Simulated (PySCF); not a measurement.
C8H7FO2.
SMILES with atom numbers: `[CH3:1][O:2][c:3]1[cH:4][cH:5][c:6]([C:7](=[O:8])[F:9])[cH:10][cH:11]1` (hydrogens: H12, H13, H14 on C1; H15 on C4; H16 on C5; H17 on C10; H18 on C11)

The same species was optimised twice, with GFN2-xTB and with PBE0-D3(BJ)/def2-SVP (PySCF), and the same property calculations (PySCF, gas phase) were run on both structures.

```json
{"coordinate": "C7–F9 (Å)", "GFN2-xTB": "1.373", "PBE0-D3(BJ)/def2-SVP": "1.345", "change": "-0.028"}
{"coordinate": "C6–C7 (Å)", "GFN2-xTB": "1.454", "PBE0-D3(BJ)/def2-SVP": "1.470", "change": "+0.016"}
{"coordinate": "C10–C11 (Å)", "GFN2-xTB": "1.378", "PBE0-D3(BJ)/def2-SVP": "1.389", "change": "+0.011"}
{"coordinate": "C4–C5 (Å)", "GFN2-xTB": "1.373", "PBE0-D3(BJ)/def2-SVP": "1.383", "change": "+0.010"}
{"coordinate": "O2–C3 (Å)", "GFN2-xTB": "1.348", "PBE0-D3(BJ)/def2-SVP": "1.340", "change": "-0.008"}
{"coordinate": "C1–O2 (Å)", "GFN2-xTB": "1.410", "PBE0-D3(BJ)/def2-SVP": "1.403", "change": "-0.007"}
{"coordinate": "C3–C11 (Å)", "GFN2-xTB": "1.397", "PBE0-D3(BJ)/def2-SVP": "1.403", "change": "+0.006"}
{"coordinate": "C5–C6 (Å)", "GFN2-xTB": "1.399", "PBE0-D3(BJ)/def2-SVP": "1.404", "change": "+0.005"}
{"coordinate": "C3–C4 (Å)", "GFN2-xTB": "1.401", "PBE0-D3(BJ)/def2-SVP": "1.405", "change": "+0.004"}
{"coordinate": "C6–C10 (Å)", "GFN2-xTB": "1.396", "PBE0-D3(BJ)/def2-SVP": "1.398", "change": "+0.002"}
{"coordinate": "C7=O8 (Å)", "GFN2-xTB": "1.187", "PBE0-D3(BJ)/def2-SVP": "1.188", "change": "+0.001"}
{"coordinate": "O8–C7–F9 (°)", "GFN2-xTB": "118.4", "PBE0-D3(BJ)/def2-SVP": "120.1", "change": "+1.7"}
{"coordinate": "C6–C7–O8 (°)", "GFN2-xTB": "129.3", "PBE0-D3(BJ)/def2-SVP": "127.7", "change": "-1.6"}
{"coordinate": "O2–C3–C11 (°)", "GFN2-xTB": "124.9", "PBE0-D3(BJ)/def2-SVP": "124.1", "change": "-0.8"}
{"coordinate": "C3–C4–C5 (°)", "GFN2-xTB": "120.7", "PBE0-D3(BJ)/def2-SVP": "120.2", "change": "-0.5"}
{"coordinate": "C4–C3–C11 (°)", "GFN2-xTB": "119.3", "PBE0-D3(BJ)/def2-SVP": "119.8", "change": "+0.5"}
{"coordinate": "C3–C11–C10 (°)", "GFN2-xTB": "119.9", "PBE0-D3(BJ)/def2-SVP": "119.5", "change": "-0.4"}
{"coordinate": "O2–C3–C4 (°)", "GFN2-xTB": "115.8", "PBE0-D3(BJ)/def2-SVP": "116.1", "change": "+0.3"}
{"coordinate": "C4–C5–C6 (°)", "GFN2-xTB": "120.0", "PBE0-D3(BJ)/def2-SVP": "120.3", "change": "+0.3"}
{"coordinate": "C1–O2–C3–C4 (°)", "GFN2-xTB": "180", "PBE0-D3(BJ)/def2-SVP": "180", "change": "0"}
{"coordinate": "C5–C6–C7–O8 (°)", "GFN2-xTB": "180", "PBE0-D3(BJ)/def2-SVP": "180", "change": "0"}
```

Rotational constants: A = 3498, B = 563.3, C = 486.6 MHz (GFN2-xTB) against A = 3474, B = 563.4, C = 486.3 MHz (PBE0-D3(BJ)/def2-SVP). Point groups within 0.08 Å: Cs and Cs. Atoms that the bonding makes alike are paired by their places after alignment.

On the GFN2-xTB structure: HOMO (eV) -7.19 [PBE0/pcSseg-1]; LUMO (eV) -1.66 [PBE0/pcSseg-1]; dipole (D) 5.44 [PBE0/pcSseg-1]; GIAO shielding of C1 (ppm) 130.6 [PBE0/pcSseg-1]; GIAO shielding of O2 (ppm) 213.3 [PBE0/pcSseg-1]; GIAO shielding of C3 (ppm) 14.7 [PBE0/pcSseg-1]; GIAO shielding of C4/C11 (mean) (ppm) 68.6 [PBE0/pcSseg-1]; GIAO shielding of C5/C10 (mean) (ppm) 45.4 [PBE0/pcSseg-1]; GIAO shielding of C6 (ppm) 65.7 [PBE0/pcSseg-1]; GIAO shielding of C7 (ppm) 21.4 [PBE0/pcSseg-1]; GIAO shielding of O8 (ppm) -81.4 [PBE0/pcSseg-1].

Question: What do these properties become on the PBE0-D3(BJ)/def2-SVP structure?

Answer: 
```csv
property,level,on GFN2-xTB,on PBE0-D3(BJ)/def2-SVP,change
HOMO (eV),PBE0/pcSseg-1,-7.19,-7.13,+0.06
LUMO (eV),PBE0/pcSseg-1,-1.66,-1.58,+0.08
dipole (D),PBE0/pcSseg-1,5.44,5.16,-0.28
"energy, GFN2-xTB geometry as zero (kcal/mol)",PBE0/pcSseg-1,0.0,-0.2,-0.2
GIAO shielding of C1 (ppm),PBE0/pcSseg-1,130.6,129.9,-0.7
GIAO shielding of O2 (ppm),PBE0/pcSseg-1,213.3,214.5,+1.2
GIAO shielding of C3 (ppm),PBE0/pcSseg-1,14.7,14.9,+0.2
GIAO shielding of C4/C11 (mean) (ppm),PBE0/pcSseg-1,68.6,67.1,-1.5
GIAO shielding of C5/C10 (mean) (ppm),PBE0/pcSseg-1,45.4,44.0,-1.4
GIAO shielding of C6 (ppm),PBE0/pcSseg-1,65.7,63.3,-2.4
GIAO shielding of C7 (ppm),PBE0/pcSseg-1,21.4,21.7,+0.3
GIAO shielding of O8 (ppm),PBE0/pcSseg-1,-81.4,-78.7,+2.7
```

The heavy atoms differ by 0.013 Å rms after alignment. Among bonds between heavy atoms C7–F9 changes most (-0.028 Å). Changes are differences of the printed values. Neither structure is proved a minimum here.

The values belong to the conformer `[CH3:1][O:2][c:3]1[cH:4][cH:5][c:6]([C:7](=[O:8])[F:9])[cH:10][cH:11]1`: C1–O2–C3–C4 180°, C5–C6–C7–O8 180°.
